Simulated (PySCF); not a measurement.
A calculated (UHF, PySCF 2.14, cc-pVTZ-DK, scalar relativity by spin-free X2C-1e) atom or ion has these occupied shells.

```csv
shell,electrons,orbital energy (eV),"rms radius, mean of both spins (bohr)"
1s,2,-1336.5,0.151
2s,2,-102.85,0.754
2p,6,-62.052,0.773
3s,2,-6.896,3.52
```

(1) Name the element and its charge.

Results:

(1) Mg (magnesium, neutral), in [Ne] 3s2, closed-shell 1S.
